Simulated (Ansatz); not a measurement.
`[OH][In]([F])[Br]` + H₂S → `[F][In]([SH])[Br]` + H₂O  (ligand exchange at the In–O bond)

Isolated molecules relaxed with PBE0-D4/def2-TZVP in Ansatz; ΔE leaves out vibrations. CBS: MP2 limit from def2 TZ/QZ plus the TZ coupled-cluster correction, frozen cores. This one scheme is used for every species. DFT in def2-TZVPP. Elements past krypton have def2 core potentials. For Br, In outer-core shells are correlated without core-valence functions, which leaves a few kJ/mol of doubt a bond. Scalar relativity is left out up to krypton. One conformer a species, not always the lowest.

CCSD(T)/CBS gives -70.7 kJ/mol.

Problem. Another level gave -75.9 kJ/mol. Which?
A. r2SCAN0/def2-TZVPP
B. BLYP/def2-TZVPP
C. LC-ωPBE/def2-TZVPP
D. r2SCAN-D4/def2-TZVPP

Solution. A. r2SCAN0 -75.9, LC-ωPBE -65.3, r2SCAN-D4 -69.8, BLYP -60.0 kJ/mol.

Largest T1 diagnostic among the species: 0.014.

Leaving LDA and LC-ωPBE aside and taking each functional with its dispersion term where it has one, the values, not all of them listed here, spread over 13.9 kJ/mol, from HSE06-D4 to BLYP-D4. LDA lies −4.9 kJ/mol from PBE without D4. From BLYP to BHLYP (50 % exact exchange), in def2-TZVPP and without D4, ΔE moves by −11.1 kJ/mol.
